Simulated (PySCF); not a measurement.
**Ar⁷⁺ (argon, charge +7) across methods**

[Ne] 3s1, 2S determinant. Calculation: PySCF 2.14, in an even-tempered Gaussian basis (17 s from 0.25 bohr⁻², ratio 2.5; 12 p from 0.33 bohr⁻², ratio 2.5; 5 d from 1.6 bohr⁻², ratio 2.7; 5 f from 2.3 bohr⁻², ratio 2.7); the non-relativistic Hamiltonian (point nucleus).

```csv
method,E (hartree),mean ε 2p α (eV),mean ε 2p β (eV),mean ε 3s α (eV),Σ⟨r²⟩ (bohr²),⟨S²⟩
LDA,-510.0026,-368.59,-368.02,-135.45,2.972,0.750
PBE0,-511.4789,-376.57,-375.93,-137.28,2.971,0.750
PBE,-511.4328,-368.77,-368.16,-135.36,2.971,0.750
PW91,-511.5998,-369.09,-368.48,-135.52,2.969,0.750
PBEsol,-510.7176,-368.41,-367.83,-135.23,2.972,0.750
r2SCAN,-511.6165,-371.97,-371.42,-135.68,2.976,0.750
```

Estimate the same row for UHF.

E (hartree) = -511.20051; mean ε 2p α (eV) = -398.53; mean ε 2p β (eV) = -397.72; mean ε 3s α (eV) = -142.48; Σ⟨r²⟩ (bohr²) = 2.979; ⟨S²⟩ = 0.750.
